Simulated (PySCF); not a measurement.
## How methods differ on the ionisation energy of C²⁺

C²⁺ [He] 2s2 (1S) → C³⁺ [He] 2s1 (2S), as a difference of total energies. Calculation: PySCF 2.14, in aug-cc-pVQZ-DK; scalar relativity by spin-free X2C-1e. Correlated levels: valence: 1s2 frozen. The calculations carry no spin-orbit coupling.

| method | ionisation energy (eV) | error (eV) |
| --- | --- | --- |
| UHF | 45.798 | -2.090 |
| MP2 (valence) | 47.041 | -0.847 |
| SCS-MP2 (valence) | 47.290 | -0.598 |
| CCSD (valence) | 47.827 | -0.061 |

Reference: 47.888 eV (measured; NIST Atomic Spectra Database, ionization energies).

Errors of the correlated levels include the incompleteness of this basis and the frozen core.

With two correlated electrons CCSD is exact in that space.

The coupled-cluster amplitudes are large for C²⁺ (T1 above 0.03 or a double amplitude above 0.15), so a single reference is strained.
